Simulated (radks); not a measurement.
Species: Ru I. Configuration: [Kr] 4d7.5 5s0.5 (fractional occupations, a model configuration). Calculated with a radial shooting solver on a logarithmic mesh with Libxc functionals: Dirac Kohn-Sham, LDA (Slater exchange, Perdew-Wang correlation), spin-unpolarised, spherical densities, finite nucleus; open shells fill j = l - 1/2 first; Fermi nuclear charge, rms radius 4.4809 fm. Some entries of the table are withheld. Estimate them.

| orbital | occ. | eigenvalue (eV) | <1/r> (bohr^-1) | <r> (bohr) |
|---|---|---|---|---|
| 1s1/2 | 2 | -21894.69 | (1) | 0.03347 |
| 2s1/2 | 2 | -3146.733 | 10.48 | 0.1455 |
| 2p1/2 | 2 | -2909.520 | 10.47 | 0.1237 |
| 2p3/2 | 4 | -2778.806 | 9.916 | 0.1285 |
| 3s1/2 | 2 | -552.3156 | 3.619 | 0.4032 |
| 3p1/2 | 2 | -460.1876 | 3.524 | 0.3962 |
| 3p3/2 | 4 | -437.9969 | 3.390 | 0.4069 |
| 3d3/2 | 4 | -274.2402 | (2) | 0.3824 |
| 3d5/2 | 6 | -269.9123 | (3) | 0.3859 |
| 4s1/2 | 2 | -74.8969 | 1.354 | 1.019 |
| 4p1/2 | 2 | -47.4162 | 1.230 | (4) |
| 4p3/2 | 4 | -43.9976 | 1.187 | (5) |
| 4d3/2 | 4 | -4.4888 | 0.7983 | 1.745 |
| 4d5/2 | 3.5 | -4.1796 | 0.7844 | 1.778 |
| 5s1/2 | 0.5 | -4.0719 | 0.3743 | 3.426 |

Answer. 
(1) 1s1/2 <1/r> (bohr^-1): 45.83
(2) 3d3/2 <1/r> (bohr^-1): 3.215
(3) 3d5/2 <1/r> (bohr^-1): 3.180
(4) 4p1/2 <r> (bohr): 1.109
(5) 4p3/2 <r> (bohr): 1.141
